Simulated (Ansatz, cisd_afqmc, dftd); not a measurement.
Reaction: BOF (fluoro(oxo)borane, SMILES B(=O)F) + H+ → HBOF+ (SMILES [OH+]=BF)
Each species at its own B3LYP-D3(BJ)/def2-TZVP minimum (Ansatz, a quantum-chemistry and plane-wave program), one conformer.

Quantity: proton affinity (electronic), positive where energy is released, in kcal/mol. Radicals and triplets start from unrestricted determinants; spin-orbit coupling is neglected. Correlated methods leave the cores frozen. Rows without X2C or -DK are non-relativistic. The Monte Carlo rows (phaseless AFQMC, CISD trial, step 0.005/hartree) carry one-sigma bars that omit the constraint's bias. Outlying blocks are dropped, and bars are widened where a walk drifts. Over all cases where full CI ran beside it in this data, AFQMC minus full CI had a median of +0.1 mEh and passed +0.4 mEh in a tenth of the cases. CBS(X,Y): correlation extrapolated as X^-3, Hartree-Fock from the larger set (Q,5: extrapolated as (X+1)exp(-9√X)). A bracket is a step between two methods taken in the basis named. Functionals run without relativity, which enters their misses. Double hybrids freeze cores in their MP2 part. 'core' is core correlation in cc-pwCVTZ, 'X2C' scalar relativity in cc-pVTZ-DK, both at CCSD(T).

```csv
level,program,proton affinity (kcal/mol),difference against the last row
HF/cc-pVTZ,Ansatz,174.9,9.5
PBE/def2-TZVPD,Ansatz,164.9,-0.5
r2SCAN-D3(BJ)/def2-TZVPD,Ansatz + dftd3,167.4,2.0
r2SCANh-D4/def2-TZVPD,Ansatz + dftd4,167.9,2.5
CAM-B3LYP-D4/def2-TZVPD,Ansatz + dftd4,165.4,0.0
B2PLYP-D3(BJ)/def2-TZVPD,Ansatz + dftd3,164.7,-0.7
B2GP-PLYP-D4/def2-TZVPD,Ansatz + dftd4,164.8,-0.6
CCSD/cc-pV5Z,Ansatz,168.2,2.8
CCSD(T)/cc-pVTZ,Ansatz,167.9,2.5
CCSD(T)/cc-pVQZ,Ansatz,166.9,1.5
CCSD(T)/cc-pV5Z,Ansatz,166.4,1.0
CCSDT(Q)/cc-pVTZ,Ansatz,167.7,2.3
AFQMC/CISD/cc-pVTZ,cisd_afqmc,168.5 ± 0.4,3.1
"CCSD(T)/CBS(cc-pVQZ,cc-pV5Z) + [CCSDT(Q) - CCSD(T)]/cc-pVTZ + core + X2C",Ansatz,165.4,0.0
```
